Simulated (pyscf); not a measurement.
PySCF, gas phase, ωB97X-D3(BJ)/def2-SVP geometries. Singlets are restricted, triplets unrestricted.

Singlet (Å):
```xyz
6

Cl     0.7646    -0.0723     1.9751
Si    -1.0608     0.8816     1.6633
Si    -1.4171    -0.1615    -0.4373
Cl    -3.3949    -0.2786    -0.9789
Cl    -0.5501    -1.9852    -0.7698
Cl    -0.5001     1.2455    -1.6429
```

Triplet (Å):
```xyz
6

Cl     0.8534     0.3405     2.2980
Si    -1.1134     0.3504     1.6729
Si    -1.3848    -0.1397    -0.5556
Cl    -3.3955    -0.0677    -0.9087
Cl    -0.6719    -1.9978    -1.0213
Cl    -0.4285     1.2086    -1.7576
```

Question: For these two minima of Cl–Si:–Si(Cl)(Cl)–Cl, which spin state lies lower at ωB97X-D3(BJ)/def2-TZVP, and by how much (electronic energies)?

Answer: The singlet, by 1.11 eV. Zero-point energy shifts E(triplet) − E(singlet) by +0.01 eV. The 7 functionals that were run give +0.73 (r²SCAN) to +1.26 eV (ωB97M-D3(BJ)). Other isomers of Cl–Si:–Si(Cl)(Cl)–Cl [singlet] were not searched in full and may lie lower. 

E(triplet) − E(singlet) by level (eV):

```json
[
 {"level": "ωB97X-D3(BJ)/def2-TZVP", "gap": "+1.11"},
 {"level": "PBE/def2-TZVP", "gap": "+0.95"},
 {"level": "r²SCAN/def2-TZVP", "gap": "+0.73"},
 {"level": "B3LYP-D3(BJ)/def2-TZVP", "gap": "+1.09"},
 {"level": "PBE0-D3(BJ)/def2-TZVP", "gap": "+0.89"},
 {"level": "M06-2X/def2-TZVP", "gap": "+1.06"},
 {"level": "ωB97M-D3(BJ)/def2-TZVP", "gap": "+1.26"},
 {"level": "HF/def2-TZVP", "gap": "+0.38"}
]
```

The triplet is the lowest one reached from the SCF start used.
